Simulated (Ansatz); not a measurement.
Mulliken charges of ClFH5NSi2, SMILES `F[SiH2]N[SiH2]Cl` from PBE/def2-TZVPP in Ansatz (PBE0-D4/def2-TZVP geometry).

```csv
atom,x (Å),y (Å),z (Å),charge (e)
F1,-0.984,-0.479,-2.425,-0.277
Si2,-0.032,-0.950,-1.231,0.502
N3,-0.525,-0.286,0.269,-0.273
Si4,0.116,1.094,1.062,0.394
Cl5,1.385,0.584,2.601,-0.227
H6,1.326,-0.451,-1.531,-0.075
H7,-0.131,-2.425,-1.185,-0.078
H8,-1.263,-0.776,0.756,0.137
H9,-0.968,1.890,1.677,-0.053
H10,0.900,1.859,0.071,-0.049
```

**Question.** By hand: the dipole of these point charges (1 e Å = 4.8032 D).

**Answer.** Σ q r = (-0.124, -0.042, 0.027) e Å, of length 0.134 e Å = 0.64 D.

**Question.** How does the dipole of the full density compare? (Best estimate.)

**Answer.** The calculation gave: (-0.162, -0.109, 0.088) e Å, 1.03 D; the point charges give 0.62 times that, at 19° from its direction.

Point charges leave out the atoms' own dipoles, such as those of lone pairs, and Mulliken's split depends on the basis, so the two needn't agree.
